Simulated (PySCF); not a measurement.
## Computed vibrations of [TaH4]+

[TaH4]+ (singlet). PySCF 2.14.0, RKS PBE0, Ta def2-SVP with ECP60, H def2-SVP; non-relativistic Hamiltonian with scalar-relativistic core potentials where named; density fitting; no spin-orbit coupling. Central differences of gradients.

```xyz
5

Ta    0.0035    0.0219    0.0000
H     1.1114   -2.1584    0.0000
H    -0.7467    1.5790    0.0000
H    -1.3457   -1.0428    0.0000
H     0.3497   -2.3110    0.0000
```

Run from Python with OMP_NUM_THREADS=2. Where DIIS fails, smearing, a level shift and second-order steps follow.
It took 25 s on 2 threads of Arm Neoverse N1, on a shared host.

**Question.** What are the harmonic wavenumbers and infrared intensities?

**Answer.** Modes are labelled in Cs; negative numbers are unstable modes, those under 60 cm⁻¹ near the noise; a finer grid moves soft modes by up to 10 cm⁻¹.
```json
{"cm⁻¹": "-405", "km/mol": "–", "symmetry": "a''"}
{"cm⁻¹": "251", "km/mol": "22.0", "symmetry": "a'"}
{"cm⁻¹": "454", "km/mol": "25.8", "symmetry": "a'"}
{"cm⁻¹": "456", "km/mol": "4.1", "symmetry": "a''"}
{"cm⁻¹": "575", "km/mol": "46.6", "symmetry": "a'"}
{"cm⁻¹": "760", "km/mol": "27.6", "symmetry": "a'"}
{"cm⁻¹": "2042", "km/mol": "86.2", "symmetry": "a'"}
{"cm⁻¹": "2046", "km/mol": "23.6", "symmetry": "a'"}
{"cm⁻¹": "4117", "km/mol": "30.8", "symmetry": "a'"}
```

**Question.** Is this a minimum?

**Answer.** No: 1 unstable; the lowest moves the atoms so:
```
Ta   0.00  0.00  0.01
H    0.00  0.00 -0.47
H    0.00  0.00 -0.87
H    0.00  0.00  0.05
H    0.00  0.00 -0.17
```

On relaxing from the template, bonds within or between ligands changed, so the formula names the start rather than the bonding at the end. The relaxed state isn't the lowest spin state tried at its geometry.
